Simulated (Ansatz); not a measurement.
Ansatz (a first-principles code) input (CCSD(T)/aug-cc-pVDZ):

Ansatz 0.2 input:
```yaml
crystal:
  periodic: [false, false, false]
  atoms:
    - {symbol: B, position_ang: [-0.00263190, 0.63290309, -0.00919232]}
    - {symbol: F, position_ang: [-0.00808274, 1.94368664, -0.02823022]}
    - {symbol: Br, position_ang: [-1.66875119, -0.30099718, 0.07708137]}
    - {symbol: Br, position_ang: [1.67120559, -0.28922268, -0.06850898]}
basis:
  gaussian:
    orbitals: aug-cc-pVDZ
magnetization: {spin_polarized: false}
correlation: {method: ccsd_t, electrons: outside_noble_gas}
output: {forces: true}
```

End of the output:

```
cycle   4  -14.94863753 eV  change    3.3e-3 eV  update   3.7e-3
cycle   5  -14.94536329 eV  change    3.3e-3 eV  update   1.4e-3
cycle   6  -14.94550052 eV  change   -1.4e-4 eV  update   4.3e-4
cycle   7  -14.94545941 eV  change    4.1e-5 eV  update   1.1e-4
cycle   8  -14.94544430 eV  change    1.5e-5 eV  update   4.2e-5
cycle   9  -14.94545440 eV  change   -1.0e-5 eV  update   1.7e-5
cycle  10  -14.94545472 eV  change   -3.2e-7 eV  update   6.1e-6
perturbative correction -0.45978622 eV, -0.0168968318 hartree
the calculation of the forces begins
Total energy: -143393.36780235 eV, -5269.6090712209 hartree
Atom 0 at    -0.002632     0.632903    -0.009192 Å, force     0.005378    -1.293360     0.018785 eV/Å
Atom 1 at    -0.008083     1.943687    -0.028230 Å, force    -0.006018     1.447107    -0.021018 eV/Å
Atom 2 at    -1.668751    -0.300997     0.077081 Å, force    -0.168573    -0.077469     0.008479 eV/Å
Atom 3 at     1.671206    -0.289223    -0.068509 Å, force     0.169213    -0.076278    -0.006246 eV/Å
Dipole moment:     0.000252    -0.060516     0.000879 e Å
```
